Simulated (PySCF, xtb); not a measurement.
C2F3O2, SMILES [O]C(=O)C(F)(F)F (connectivity only; charge and spin as stated), charge -1, multiplicity 1.

Harmonic wavenumbers (cm⁻¹) from GFN2-xTB (xtb 6.7.1) at its own minimum, in rising order: 12, 159, 188, 304, 399, 453, 531, 622, 692, 715, 1011, 1041, 1121, 1297, 1916.

Q: What does B3LYP-D3(BJ)/def2-SVPD (PySCF) give at its own minimum? (An estimate is asked for; the answer gives what the named calculation found.)

A: 16, 245, 258, 370, 424, 514, 576, 713, 795, 802, 1080, 1119, 1194, 1382, 1777. Paired by order, the mean absolute difference is 72 cm⁻¹ and the zero-point energies are 15.0 and 16.1 kcal/mol.
